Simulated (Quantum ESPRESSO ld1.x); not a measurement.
Results of a calculation; reference values are marked as such.
One sound ld1.x (Quantum ESPRESSO 7.5) input for the tungsten ion W+ gives E = -15283.2399 hartree in 25 iterations:

```
 &input
    zed=74.0,
    iswitch=1,
    rel=0,
    lsd=1,
    dft='PZ',
    config='[Xe] 4f14 5d4 6s1',
    prefix='ld1',
    max_out_wfc=37,
    file_charge='ld1.rho',
 /
```

Changed or added lines, one case at a time, and what came of them:

- iswitch=0: refused. The program stops in ld1_readin with "wrong iswitch": iswitch takes 1 to 4.
- config='[Xe] 4f14 5d4 6s1 8s1': refused. The program stops in el_config with "wrong main quantum number": the config string takes n from 1 to 7 alone.
- rmax=3.0: not converged. The mesh cuts the orbital tails; the cycle ends with warnings and the numbers are not to be used.
- xmin=-14.0: usable despite the warning. The mesh starts very near the nucleus, where rounding noise keeps the residual above the threshold; the energy differs from the sound run by less than 1e-5 hartree.
- beta=0.001: not converged. So little new potential is mixed in that the limit of 200 iterations comes first; the energy is off by less than 1e-5 hartree.
- dft='BLYP': silently wrong. The run ends normally, but in this build (ld1.x 7.5) Etot and Exc of a spin-polarised run lack the gradient corrections of exchange and correlation and come out near their LSDA values (nitrogen, PBE: -54.132 hartree against -54.536 from two other codes). The eigenvalues and orbitals are those of the GGA; the energies must not be used.
- lsd=2: refused. The program stops in ld1_readin with "lsd not correct": lsd takes 0 or 1.
